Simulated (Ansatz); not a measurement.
Si₂₁OH₃₂ was relaxed with PBE-D4 (def2-SVP) in Ansatz in these states: neutral singlet, neutral triplet. The geometries follow in no particular order.

Single mean-field runs in def2-SVP are fitted with def2-universal-jkfit.

A:

```xyz
54

Si   -1.889    1.240   -3.236
Si   -0.402   -3.967   -1.649
Si    2.501   -2.475    0.117
Si    1.318    3.168   -2.368
Si    3.468    1.104   -0.413
O     0.870   -0.505   -2.127
Si   -2.893   -0.632    0.324
Si   -1.195   -1.873    1.406
Si   -0.194    1.563    0.426
Si    2.181    0.022    2.905
Si   -1.756    0.621    4.156
Si   -0.280   -1.814   -2.563
Si    0.451    1.075   -3.037
Si   -3.102    1.122   -1.231
Si    2.554   -0.780   -1.500
Si   -1.247   -4.067    0.561
Si    1.107   -1.808    1.889
Si    3.606    2.852   -1.962
Si   -0.012    3.731   -0.501
Si    1.990    1.724    1.316
Si   -2.084   -1.658    3.577
Si   -1.325    2.201    2.429
H    -2.045    2.634   -3.800
H    -2.414    0.277   -4.270
H    -1.533   -4.281   -2.616
H     0.757   -4.846   -2.030
H     3.933   -2.485    0.597
H     2.201   -3.845   -0.433
H     1.094    3.913   -3.671
H     4.816    0.553    0.003
H    -3.837   -1.741   -0.117
H    -3.586    0.001    1.520
H     3.589   -0.438    3.202
H     1.500    0.345    4.209
H    -0.625    0.641    5.155
H    -2.993    1.073    4.900
H    -0.116   -1.897   -4.055
H    -1.609   -1.196   -2.238
H     1.049    0.657   -4.364
H    -4.556    0.992   -1.664
H    -2.989    2.443   -0.524
H     3.279   -1.165   -2.767
H    -0.342   -4.984    1.345
H    -2.613   -4.698    0.454
H     1.172   -2.992    2.835
H     4.348    2.465   -3.217
H     4.246    4.074   -1.358
H     0.659    4.856    0.257
H    -1.290    4.287   -1.089
H     2.510    3.036    1.872
H    -3.550   -2.013    3.568
H    -1.380   -2.570    4.552
H    -2.698    2.721    2.057
H    -0.643    3.337    3.168
```

B:

Cartesian coordinates in Å:
```
Si 1.3700 2.0514 -3.1924
Si -3.8507 2.7786 -0.1167
Si -3.2249 -1.3580 -0.3695
Si 2.2794 -1.6856 -3.3247
Si -0.1841 -3.5559 -1.2618
O -0.5912 -0.4394 -2.2019
Si 0.3455 2.7901 0.7003
Si -1.0708 1.3252 1.9083
Si 1.9019 -0.7769 0.3575
Si -0.8998 -2.5917 2.3049
Si 1.8387 0.0066 4.2528
Si -2.3779 1.6227 -1.5470
Si 0.5182 -0.1203 -3.4625
Si 1.9745 2.6085 -0.9891
Si -1.5937 -1.8113 -1.9927
Si -2.9112 2.8029 2.0546
Si -2.1767 -0.7309 1.6359
Si 1.3799 -3.8371 -2.9983
Si 3.4672 -1.1886 -1.3548
Si 0.8305 -2.8305 0.7396
Si -0.1799 1.2185 4.0900
Si 3.0407 0.0824 2.2341
H 2.6470 2.0849 -4.0035
H 0.4508 3.1080 -3.7496
H -4.1640 4.1713 -0.6145
H -5.1398 1.9961 -0.0897
H -3.8206 -2.7205 -0.0619
H -4.3718 -0.4759 -0.7929
H 3.1535 -1.6023 -4.5532
H -0.9902 -4.8079 -1.0076
H -0.5812 3.8806 0.2038
H 1.1117 3.4185 1.8473
H -1.7825 -3.8163 2.2866
H -0.3806 -2.3986 3.7060
H 1.5768 -1.4322 4.6137
H 2.7019 0.6042 5.3387
H -3.0231 1.1931 -2.8415
H -1.1470 2.4249 -1.8771
H -0.2067 -0.2517 -4.7823
H 2.4472 4.0463 -1.0641
H 3.1672 1.7992 -0.5649
H -2.2161 -2.1624 -3.3256
H -3.9140 2.3350 3.0797
H -2.4511 4.1894 2.4279
H -3.2711 -0.5732 2.6725
H 0.6683 -4.3201 -4.2376
H 2.4647 -4.8242 -2.6458
H 4.2915 -2.3920 -0.9536
H 4.4047 -0.0261 -1.5552
H 1.8584 -3.8497 1.1829
H 0.0864 2.6294 4.5536
H -1.2105 0.6077 5.0083
H 3.4315 1.5130 1.9523
H 4.3227 -0.7093 2.3808
```

**Question.** Judge from the bond lengths which geometry belongs to which state (an estimate).

**Answer.** A is the neutral singlet (O6–Si12 1.796 Å, O6–Si13 1.871 Å, O6–Si15 1.818 Å); B is the neutral triplet (O6–Si12 2.806 Å, O6–Si13 1.709 Å, O6–Si15 1.712 Å).
